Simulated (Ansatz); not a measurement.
Cost and result for the atomization energy of `O[Si](O)(O)N[Si](O)(O)O` (16 atoms, 15 bonds).

```xyz
16

O     2.760    0.446   -0.604
Si    1.561   -0.339    0.177
O     2.241   -0.872    1.564
O     0.949   -1.647   -0.589
N     0.273    0.779    0.346
Si   -1.363    0.515   -0.028
O    -2.054    1.995   -0.018
O    -2.132   -0.493    1.002
O    -1.502   -0.250   -1.491
H     3.644    0.099   -0.471
H     1.739   -1.519    2.062
H     0.241   -1.477   -1.219
H     0.501    1.697    0.699
H    -2.980    2.036    0.222
H    -2.542   -1.266    0.612
H    -1.337    0.296   -2.262
```

The species carries charge 0 and has multiplicity 1. All single points use the PBE0-D4/def2-TZVP geometry. It is one conformer, not always the lowest. Program: Ansatz. All runs use 2 threads of an AMD EPYC 7R13 on a shared host and a share of an NVIDIA H100 80 GB. Times are those of one run each, without the atoms' runs, and a repeat can differ threefold. Electronic energies, without spin–orbit coupling; frozen cores. CCSD(T)/CBS adds CCSD(T) − MP2 in def2-TZVPP to the MP2 limit, and its time is that of the two runs behind it. T1 = 0.011. B3LYP takes the VWN-RPA correlation (the form of Gaussian; ORCA's B3LYP/G).

CCSD(T)/CBS is a level of theory with its own doubt, some kJ/mol a heavy atom from the limit and from the frozen cores, so smaller differences don't rank the functionals.

```tsv
level	functions	wall time	atomization (kcal/mol)	difference from CCSD(T)/CBS	per bond
ωB97X-V/def2-TZVPP	399	21 s	1614.5	-10.2	-0.7
PBE-D4/def2-TZVPP (with forces)	399	22 s	1633.5	8.8	0.6
B3LYP-D4/def2-TZVPP (with forces)	399	25 s	1601.9	-22.8	-1.5
ωB97M-V/def2-TZVPP (with forces)	399	26 s	1619.9	-4.8	-0.3
r2SCAN-D4/def2-TZVPP (with forces)	399	28 s	1612.3	-12.4	-0.8
PBE0-D4/def2-TZVPP	399	32 s	1590.8	-33.9	-2.3
MP2/def2-QZVPP	749	51 s	1656.7	32.0	2.1
CCSD(T)/def2-TZVPP	399	64 s	1567.9	-56.8	-3.8
CCSD(T)/CBS(def2)	–	110 s	1624.7	0.0	0.0
```

From PBE to PBE0 (25 % exact exchange), in def2-TZVPP and without D4, the atomization energy moves by −41.2 kcal/mol: exact exchange takes away binding that semilocal exchange gives to molecules. In def2-TZVPP, CCSD(T) changes the Hartree–Fock value by +457.4 kcal/mol (the triples alone add +27.6 kcal/mol) and MP2 by +512.0 kcal/mol; breaking electron pairs costs correlation energy, which Hartree–Fock lacks. The D4 term adds +17.5 kcal/mol with B3LYP and +9.4 kcal/mol with PBE0; it sums over pairs of atoms, weighted by their polarisabilities, and B3LYP, whose exchange is more repulsive, gets the larger term.
